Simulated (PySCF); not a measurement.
Si(H)2(Br)(OEt) (C2H7BrOSi), SMILES [SiH2](Br)OCC.

Geometry: PBE0-D3(BJ)/def2-SVP. Other conformers were not sampled.

Two levels are set side by side: TDDFT-PBE/def2-SVPD (PySCF) and TDDFT-B3LYP/def2-SVPD (PySCF). Vertical, same geometry. The lowest singlet is HOMO→LUMO 94 % with PBE and HOMO→LUMO 97 % with the other functional; states are paired by order. Differences are taken from unrounded values.

| quantity | TDDFT-B3LYP | TDDFT-PBE | TDDFT-PBE minus TDDFT-B3LYP |
|---|---|---|---|
| lowest singlet excitation (eV) | 6.78 | 6.29 | -0.48 |
| lowest triplet excitation (TDA) (eV) | 6.38 | 6.01 | -0.37 |

Functionals without exact exchange tend to place singlet excitations lower, as here. Differences between two approximate levels are no errors against the true value.

Rough cost on one machine, each run with all the roots and properties that it gave: TDDFT-B3LYP against TDDFT-PBE about 5 times.
